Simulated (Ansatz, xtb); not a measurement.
System: CdF (charge 0, doublet). The spin state was set by rule; other spins were not relaxed. SMILES: [F][Cd]
Coordinates optimised at B3LYP-D3(BJ)/def2-TZVP (Ansatz, an electronic-structure program):
```
Cd
F 1 2.0197
```
Charge 0, spin multiplicity 2.

Harmonic wavenumbers from GFN2-xTB (xtb, at its own minimum), cm⁻¹: 278.

### Question
Give the harmonic wavenumbers at B3LYP-D3(BJ)/def2-TZVP (Ansatz, finite differences of forces, unscaled).

### Answer
478 cm⁻¹. Zero-point energy 0.7 kcal/mol.

### Question
From these and the geometry, give the ideal-gas thermochemistry at 298.15 K and 1 atm (rigid rotor, harmonic oscillator).

### Answer
Point group C∞v, rotational symmetry number 1. Rotational constants 7.623, 7.623 GHz. S(trans) 40.53, S(rot) 15.31, S(vib) 0.71, S(elec, spin only) 1.38, S 57.9 cal/(mol K). H(298) - H(0) 2.22 kcal/mol; G - E(el) -14.4 kcal/mol.
